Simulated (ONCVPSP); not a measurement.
How hard is this In ONCV potential?

```json
{
 "Element": "indium (In)",
 "Generator": "ONCVPSP 4.0.1",
 "Type": "optimised norm-conserving Vanderbilt (ONCV)",
 "Functional": "PBE",
 "Relativity": "scalar-relativistic",
 "Frozen core": "[Ar] 3d10",
 "Valence charge": "21",
 "Reference configuration": "4s2 4p6 4d10 5s2 (charge +1)",
 "Partial waves": "4s+5s: rc 1.60 bohr, ncon 4, nbas 9, qcut 7.6 1/bohr, 2 projectors; 4p: rc 1.00 bohr, ncon 4, nbas 9, qcut 8.7 1/bohr, 1 projector; 4d: rc 1.30 bohr, ncon 3, nbas 7, qcut 10 1/bohr, 3 projectors, debl 2.4 Ha",
 "Local potential": "polynomial inside 0.90 bohr (lpopt 1, dvloc0 6 Ha)",
 "Core correction": "Teter function, fcfact 3, rcfact 1.45"
}
```

Task: For each optimised wave give the share of its norm inside rc, the residual kinetic energy above qcut (Ha) and the cutoffs (Ha) for errors of 10, 1, 0.1 and 0.01 mHa per electron.

Result:

| wave | norm inside rc | residual KE | 10 mHa | 1 mHa | 0.1 mHa | 0.01 mHa |
| --- | --- | --- | --- | --- | --- | --- |
| 4s | 0.984 | 3.1e-06 | 8.2 | 18.4 | 23.2 | 26.9 |
| 5s | 0.129 | 1.2e-05 | 7.4 | 19.2 | 24.8 | 30.8 |
| 4p | 0.639 | 3.6e-03 | 30.7 | 106.3 | 262.3 | 331.4 |
| 4d | 0.668 | 5.5e-06 | 30.3 | 37.7 | 43.5 | 48.5 |
| d projector 2 | 0.052 | 3.4e-06 | 25.9 | 34.6 | 41.9 | 47.4 |
| d projector 3 | 0.070 | 1.9e-05 | 31.0 | 39.3 | 45.8 | 52.4 |

The occupied waves need 106 Ha and 262 Ha for 1 and 0.1 mHa.
